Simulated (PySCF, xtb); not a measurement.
Si(CCH)2(F)(OH) (C4H3FOSi), SMILES C#C[Si](O)(F)C#C.

xtb with GFN2-xTB at its own geometry gives an orbital gap of 5.40 eV and a dipole moment of 1.43 D.

Coordinates come from a r2SCAN-D4/def2-SVP optimisation. This is a generated structure with no PubChem entry under its InChIKey; it may be hypothetical. Other conformers were not sampled.

### Question
What does CAM-B3LYP/def2-TZVP (PySCF) give? (The exact figures need the calculation; the answer reports its results.)

### Answer
gap 9.91 eV (levels -9.83 and 0.08 eV), dipole 2.16 D.
